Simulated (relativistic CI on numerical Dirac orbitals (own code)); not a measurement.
# Forbidden lines of Os LVIII

Computed by Dirac-Coulomb-Breit CI, orbitals from a KLI potential per configuration, model QED (radiative potential, 1s self-energy scaled to tabulated hydrogen-like ionisation energies), unscaled Slater integrals (own radial code, finite nucleus).

CI space (outside the closed core [Ne]): 3s2.3p6.3d, 3s2.3p5.3d2, 3s.3p6.3d2, 3s2.3p6.4s, 3s2.3p6.4p, 3s2.3p6.4d, 3s2.3p5.3d.4s, 3s2.3p6.4f, 3s2.3p5.3d.4p, 3s2.3p5.3d.4d, 3s.3p6.3d.4s, 3s2.3p5.3d.4f, 3p6.3d2.4p, 3s.3p6.3d.4p, 3s.3p6.3d.4d, 3s2.3p6.5s, 3s2.3p6.5p, 3s.3p6.3d.4f, 3s2.3p6.5d, 3s2.3p6.5f, 3s2.3p6.5g, 3p6.3d3, 3p5.3d4, 3p5.3d3.4s, 3p6.3d2.4s, 3p5.3d2.4s2, 3p6.3d2.4d, 3p5.3d3.4d, 3p5.3d2.4s.4d. Double excitations out of closed p, d and f shells are left out; levels of such configurations are missing from the list, as are those of other unlisted configurations, and high levels can miss mixing partners. These lack a partner that the ground configuration has and come out too high: 3s2.3p5.3d.4p, 3s2.3p5.3d.4f.

```
λ vac (Å)                      Lower                        Upper  Type   A (s⁻¹)  E lower (eV)  E upper (eV)
   5.4461    3s2.3p5.3d2 4D°_3/2 [3]  3s2.3p5.3d.4s 2F°_7/2 [207]    E2  2.93e+09        262.49       2539.04
   5.4539      3s2.3p6.3d 2D_3/2 [1]      3s2.3p6.4s 2S_1/2 [129]    E2  2.96e+10          0.00       2273.30
   5.4621    3s2.3p5.3d2 4G°_9/2 [9]  3s2.3p5.3d.4s 4F°_9/2 [220]    E2  7.72e+09        348.61       2618.52
   5.4638    3s2.3p5.3d2 4F°_5/2 [5]  3s2.3p5.3d.4s 2F°_7/2 [207]    E2  7.08e+09        269.86       2539.04
   5.4698    3s2.3p5.3d2 2G°_7/2 [6]  3s2.3p5.3d.4s 2F°_7/2 [207]    E2  1.23e+10        272.33       2539.04
   5.4702   3s2.3p5.3d2 4F°_7/2 [10]  3s2.3p5.3d.4s 4F°_9/2 [220]    E2  7.47e+09        351.98       2618.52
   5.4896  3s2.3p5.3d2 2H°_11/2 [13]  3s2.3p5.3d.4s 4F°_9/2 [220]    E2  7.75e+09        359.98       2618.52
   5.5284    3s2.3p5.3d2 2P°_3/2 [7]  3s2.3p5.3d.4s 2F°_7/2 [207]    E2  4.27e+09        296.37       2539.04
   5.6603    3s2.3p5.3d2 4G°_9/2 [9]  3s2.3p5.3d.4s 2F°_7/2 [207]    E2  6.86e+09        348.61       2539.04
   5.6728      3s2.3p6.3d 2D_5/2 [2]      3s2.3p6.4s 2S_1/2 [129]    E2  4.43e+10         87.72       2273.30
   5.6819  3s2.3p5.3d2 4G°_11/2 [23]  3s2.3p5.3d.4s 4F°_9/2 [220]    E2  1.66e+10        436.45       2618.52
   5.6898  3s2.3p5.3d2 2H°_11/2 [13]  3s2.3p5.3d.4s 2F°_7/2 [207]    E2  1.97e+10        359.98       2539.04
   5.6941   3s2.3p5.3d2 2G°_7/2 [14]  3s2.3p5.3d.4s 2F°_7/2 [207]    E2  5.21e+09        361.61       2539.04
   5.7385   3s2.3p5.3d2 2G°_9/2 [18]  3s2.3p5.3d.4s 2F°_7/2 [207]    E2  4.55e+09        378.47       2539.04
   12.293     3s.3p6.3d2 2F_7/2 [61]          3p6.3d3 2D_5/2 [83]    E2  1.10e+09       1081.74       2090.33
   12.335     3s.3p6.3d2 4F_7/2 [51]          3p6.3d3 4F_9/2 [72]    E2  5.06e+08        971.20       1976.38
   12.338     3s.3p6.3d2 4P_3/2 [53]          3p6.3d3 4P_5/2 [76]    E2  6.48e+08        982.80       1987.70
   12.383     3s.3p6.3d2 4F_9/2 [59]          3p6.3d3 2G_9/2 [80]    E2  7.60e+08       1061.91       2063.12
   12.402     3s.3p6.3d2 4F_5/2 [49]          3p6.3d3 2G_7/2 [68]    E2  4.61e+08        896.54       1896.22
   12.410     3s.3p6.3d2 4F_5/2 [49]          3p6.3d3 2H_9/2 [67]    E2  6.12e+08        896.54       1895.60
   12.423     3s.3p6.3d2 2G_9/2 [54]         3p6.3d3 2H_11/2 [74]    E2  7.29e+08        988.31       1986.31
   12.457     3s.3p6.3d2 4F_5/2 [52]          3p6.3d3 4F_7/2 [71]    E2  5.93e+08        976.30       1971.60
   12.503     3s.3p6.3d2 2P_3/2 [62]          3p6.3d3 2P_3/2 [82]    E2  1.41e+09       1087.83       2079.50
   12.544     3s.3p6.3d2 2D_5/2 [60]          3p6.3d3 2G_9/2 [80]    E2  4.72e+08       1074.76       2063.12
   12.545     3s.3p6.3d2 2G_7/2 [56]         3p6.3d3 2H_11/2 [74]    E2  4.86e+08        998.00       1986.31
   12.595     3s.3p6.3d2 2F_5/2 [55]          3p6.3d3 4F_9/2 [72]    E2  5.97e+08        992.00       1976.38
   12.634     3s.3p6.3d2 2F_7/2 [61]          3p6.3d3 2G_9/2 [80]    E2  1.03e+09       1081.74       2063.12
   13.595     3s.3p6.3d2 4F_5/2 [49]          3p6.3d3 4F_3/2 [64]    E2  9.64e+08        896.54       1808.55
   31.005  3s2.3p5.3d2 4G°_11/2 [23]     3s2.3p5.3d2 2G°_9/2 [44]    M1  3.31e+08        436.45        836.33
   31.520  3s2.3p5.3d2 2H°_11/2 [13]     3s2.3p5.3d2 2H°_9/2 [39]    M1  3.22e+08        359.98        753.33
```

Terms are leading LS components. Brackets give the number of a level in order of energy, since labels repeat. The list gives strong lines, with weight on those to low levels, among the lowest 400 of 2758 levels, so that lines to higher ones, which can be the strongest, are missing. Levels whose partners in the same complex of configurations lie outside the list can be far off, and so can their lines. Rates are taken at the computed energies, electric ones in the length gauge.

At this charge energies of transitions that change n are usually good to better than 1 %, and those within a shell (Δn = 0) to a few per cent.

LS names give the leading component of a level, which can be under half, so a name can repeat, a term be missing and a line seem to break the LS rules.
